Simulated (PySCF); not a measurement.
Isomers of C7H9FO, one conformer each; single-point electronic energies without zero-point terms and without any empirical dispersion term.

All values: CAM-B3LYP/def2-SVPD (PySCF, non-relativistic), each on one gas-phase PBE0-D3(BJ)/def2-SVP geometry that isn't relaxed in the solvent. The solvent is an IEF-PCM continuum (van der Waals radii × 1.2). Only the electrostatic response of the medium enters.

```
                 isomer  relative energy, gas (kcal/mol)  dipole (D)
`C[C@H]1CC=C(F)C(=O)C1`                              0.0        5.02
`CO[C@]1(F)CC[C@H]1C#C`                             56.2        1.39
```

Task: How do the relative energies look in dichloromethane (ε = 8.93)?

Result: 
| isomer | relative energy, solvent (kcal/mol) | E(solvent) − E(gas) (kcal/mol) | dipole in solvent (D) |
| --- | --- | --- | --- |
| `C[C@H]1CC=C(F)C(=O)C1` | 0.0 | -6.8 | 6.55 |
| `CO[C@]1(F)CC[C@H]1C#C` | 57.9 | -5.1 | 1.88 |

The order is unchanged. Conformers: `[CH3:1][C@H:2]1[CH2:3][CH:4]=[C:5]([F:6])[C:7](=[O:8])[CH2:9]1` with C1–C2–C3–C4 174°, C2–C3–C4–C5 -21°, C4–C5–C7–O8 179°, C5–C7–C9–C2 33°; `[CH:1]#[C:2][C@@H:3]1[CH2:4][CH2:5][C@@:6]1([F:7])[O:8][CH3:9]` with C5–C6–O8–C9 171°, C2–C3–C4–C5 -140°, C3–C4–C5–C6 18°, C4–C5–C6–F7 93°, C2–C3–C6–C5 140°. `C[C@H]1CC=C(F)C(=O)C1` gains most from the continuum, and it has the largest gas-phase dipole. The gains span 1.7 kcal/mol, the gas-phase energies 56.2 kcal/mol.
